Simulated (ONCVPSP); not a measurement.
# Transferability test, ONCV potential for germanium

```
Element                 : germanium
Generator               : ONCVPSP 4.0.1
Type                    : optimised norm-conserving Vanderbilt (ONCV)
Functional              : LDA (Perdew-Wang 92)
Relativity              : fully relativistic
Frozen core             : [Ar]
Valence charge          : 14
Reference configuration : 3d10 4s2 4p1.5 (charge +0.5)
Partial waves           : 4s: rc 1.80 bohr, ncon 5, nbas 8, qcut 4.2 1/bohr, 2 projectors, debl 3.3 Ha; 4p: rc 1.75 bohr, ncon 3, nbas 6, qcut 5 1/bohr, 2 projectors, debl 1.9 Ha; 3d: rc 1.30 bohr, ncon 4, nbas 7, qcut 11.5 1/bohr, 3 projectors, debl 2.6 Ha
Local potential         : polynomial inside 1.20 bohr (lpopt 4, dvloc0 0 Ha)
Core correction         : Teter function, fcfact 3.25, rcfact 1.1
```

Open shells are filled in proportion to 2j + 1.

Energies are relative to the spin-unpolarised reference configuration 3d10 4s2 4p1.5; without spin polarisation the order of configurations can differ from experiment.

```csv
valence configuration,charge,ΔE all-electron (eV),error AE − PS (meV)
3d10 4s2 4p1,+1,4.746,+0.1
3d10 4s2 4p0,+2,20.459,+2.3
```

Question: What are ΔE and the potential's error for 3d10 4s2 4p2?

Answer: ΔE = -2.887 eV all-electron; the error (AE − PS) is 0.0 meV.

Question: What are ΔE and the potential's error for 3d10 4s1 4p2?

Answer: ΔE = 13.521 eV all-electron; the error (AE − PS) is +1.7 meV.

Levels in the configuration 3d10 4s2 4p1:

```json
{"level": "3d j=5/2", "all-electron (eV)": "-38.373", "pseudo (eV)": "-38.350"}
{"level": "3d j=3/2", "all-electron (eV)": "-38.960", "pseudo (eV)": "-38.937"}
{"level": "4s j=1/2", "all-electron (eV)": "-20.139", "pseudo (eV)": "-20.138"}
{"level": "4p j=3/2", "all-electron (eV)": "-11.385", "pseudo (eV)": "-11.385"}
{"level": "4p j=1/2", "all-electron (eV)": "-11.639", "pseudo (eV)": "-11.638"}
```

Note: no bound ghost flagged; GHOST(+) flagged for s at 118.4 eV.
